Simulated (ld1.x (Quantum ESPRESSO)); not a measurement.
Which change was made? (Hf, TM)

- Element: Hf (Z = 72)
- Generator: ld1.x (Quantum ESPRESSO) 7.5
- Type: norm-conserving Troullier–Martins (Kleinman–Bylander form)
- Functional: PBE
- Relativity: fully relativistic
- Frozen core: [Xe] 4f14
- Valence charge: 4
- Reference configuration: 5d2 6s2 6p0
- Partial waves: 6s (bound): rc 3.15 bohr; 5d (bound): rc 2.75 bohr; 6p (bound, empty): rc 3.65 bohr
- Local potential: the p channel
- Core correction: none

Open shells are filled in proportion to 2j + 1 (rel_dist='average').

Cutoffs, loose and tight: the cutoffs (Ry, on a coarse ladder) from which the occupation-weighted sum of valence levels, in a spherical-Bessel basis at the reference potential, stays within 10 and 1 mRy of its value at 400 Ry. They do not see the model core or the augmentation charge, which bear on the density cutoff. Test errors are all-electron minus pseudo excitation energies from the reference, over the configurations 5d2 6s1 6p0; 5d2 6s0 6p0; 5d1 6s0 6p0; 5d2.5 6s1.5 6p0; 5d2 6s0 6p1; 5d2 6s1.5 6p0; 5d3 6s0 6p0; variants that change the core or the reference have their own tests.

The base gives: outcome: generated; cutoff, loose: 18 Ry; cutoff, tight: 25 Ry; bound ghosts: none; largest test error (meV): +219.

Question: After one change the result is: outcome: generated; cutoff, loose: 21 Ry; cutoff, tight: 30 Ry; bound ghosts: none; largest test error (meV): +231. Which change was it?
A. core [Kr] 4d10 4f14 5s2, valence charge 10; reference 5p6 5d2 6s2 6p0; waves now 6s (bound): rc 3.15 bohr; 5p (bound): rc 1.50 bohr; 5d (bound): rc 1.65 bohr; local potential all-electron potential smoothed inside 2.30 bohr (lloc = -1); core correction Bessel-smoothed model core, default radius (core density twice the valence density)
B. all radii scaled by about 0.92 (s 2.90, p 3.36, d 2.54 bohr)
C. core correction a·sin(br)/r model core inside 1.28 bohr

Answer: B. The others give: core correction a·sin(br)/r model core inside 1.28 bohr → outcome: generated; cutoff, loose: 18 Ry; cutoff, tight: 25 Ry; bound ghosts: none; largest test error (meV): -351 | core [Kr] 4d10 4f14 5s2, valence charge 10; reference 5p6 5d2 6s2 6p0; waves now 6s (bound): rc 3.15 bohr; 5p (bound): rc 1.50 bohr; 5d (bound): rc 1.65 bohr; local potential all-electron potential smoothed inside 2.30 bohr (lloc = -1); core correction Bessel-smoothed model core, default radius (core density twice the valence density) → outcome: generated; cutoff, loose: 70 Ry; cutoff, tight: 100 Ry; bound ghosts: s; largest test error (meV): -50.
